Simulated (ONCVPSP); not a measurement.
**mercury ONCV: all-electron and pseudo phase curves**

```
Element                 : Hg
Generator               : ONCVPSP 4.0.1
Type                    : optimised norm-conserving Vanderbilt (ONCV)
Functional              : PBE
Relativity              : fully relativistic
Frozen core             : [Kr] 4d10
Valence charge          : 34
Reference configuration : 4f14 5s2 5p6 5d10 6s2
Partial waves           : 5s+6s: rc 1.55 bohr, ncon 4, nbas 7, qcut 8.5 1/bohr, 3 projectors, debl 2.7 Ha; 5p: rc 1.05 bohr, ncon 4, nbas 7, qcut 9.4 1/bohr, 2 projectors, debl 1.9 Ha; 5d: rc 1.70 bohr, ncon 4, nbas 9, qcut 7.8 1/bohr, 2 projectors, debl 3.5 Ha; 4f: rc 0.55 bohr, ncon 3, nbas 7, qcut 37.4 1/bohr, local
Local potential         : the f channel
Core correction         : polynomial model core, fcfact 0.35
```

Open shells are filled in proportion to 2j + 1.

In the p channel the program set the typed energies aside and used -2.264, 0.250 Ha (j = l + 1/2; the other j can differ).

The phase is arctan(r·R′/R) of the radial function R(r), unwrapped; energies in Ha, scanned from -6 to 5 Ha. A pole is an energy at which the radial function vanishes at the test radius. The pseudo phase is shifted by a multiple of π to meet the all-electron one at the reference energy, and phase errors are pseudo minus all-electron; the curves can meet again beyond the range given. Levels narrower than the energy grid can be missing from the lists of poles. Where the grid stepped over a known ghost or core level, its pole and its step of π were put in at the level’s energy.

```
channel  radius (bohr)  reference energy (Ha)  poles, all-electron  poles, pseudo  unbroken range about the reference energy with phases within 0.05 rad  phase error 1 Ha above the reference energy (rad)
      s           1.57                  -0.25                -4.00   -4.00, -2.13                                                             above -2.1                                             +0.000
   p3/2           1.07                  -2.26                 4.23           4.19                                                        the whole range                                             -0.000
   p1/2           1.07                  -2.94                 2.12           2.12                                                        the whole range                                             -0.000
   d5/2           1.72                  -0.34                 0.78           0.78                                                        the whole range                                             -0.000
   d3/2           1.72                  -0.40                 0.62           0.62                                                        the whole range                                             -0.000
   f7/2           0.56                  -3.45                 none           none                                                        the whole range                                             -0.008
   f5/2           0.56                  -3.60                 4.80           none                                                        the whole range                                             +0.012
```

Note: ghosts flagged at negative energy: s at -2642.3 eV, s at -58.0 eV, p3/2 at -1694.9 eV, d5/2 at -670.9 eV, p1/2 at -1667.9 eV and 1 more; GHOST(+) flagged for p3/2 at 268.8 eV, p1/2 at 449.8 eV. A true bound ghost makes a file unfit for plane-wave use. The potential misses its own reference levels by up to 2.4 eV, so it is not fit for use.

Phases in the f5/2 channel:

```json
{"E (Ha)": "-5.96", "all-electron": "-0.782", "pseudo": "-0.760"}
{"E (Ha)": "-5.40", "all-electron": "-0.881", "pseudo": "-0.861"}
{"E (Ha)": "-4.84", "all-electron": "-0.967", "pseudo": "-0.950"}
{"E (Ha)": "-4.28", "all-electron": "-1.042", "pseudo": "-1.027"}
{"E (Ha)": "-3.72", "all-electron": "-1.108", "pseudo": "-1.094"}
{"E (Ha)": "-3.16", "all-electron": "-1.166", "pseudo": "-1.153"}
{"E (Ha)": "-2.60", "all-electron": "-1.216", "pseudo": "-1.204"}
{"E (Ha)": "-2.04", "all-electron": "-1.261", "pseudo": "-1.250"}
{"E (Ha)": "-1.48", "all-electron": "-1.301", "pseudo": "-1.290"}
{"E (Ha)": "-0.92", "all-electron": "-1.337", "pseudo": "-1.326"}
{"E (Ha)": "-0.36", "all-electron": "-1.369", "pseudo": "-1.358"}
{"E (Ha)": "0.20", "all-electron": "-1.399", "pseudo": "-1.387"}
{"E (Ha)": "0.76", "all-electron": "-1.425", "pseudo": "-1.413"}
{"E (Ha)": "1.32", "all-electron": "-1.450", "pseudo": "-1.437"}
{"E (Ha)": "1.88", "all-electron": "-1.473", "pseudo": "-1.460"}
{"E (Ha)": "2.44", "all-electron": "-1.494", "pseudo": "-1.480"}
{"E (Ha)": "3.00", "all-electron": "-1.514", "pseudo": "-1.499"}
{"E (Ha)": "3.56", "all-electron": "-1.533", "pseudo": "-1.517"}
{"E (Ha)": "4.12", "all-electron": "-1.550", "pseudo": "-1.534"}
{"E (Ha)": "4.68", "all-electron": "-1.567", "pseudo": "-1.550"}
```
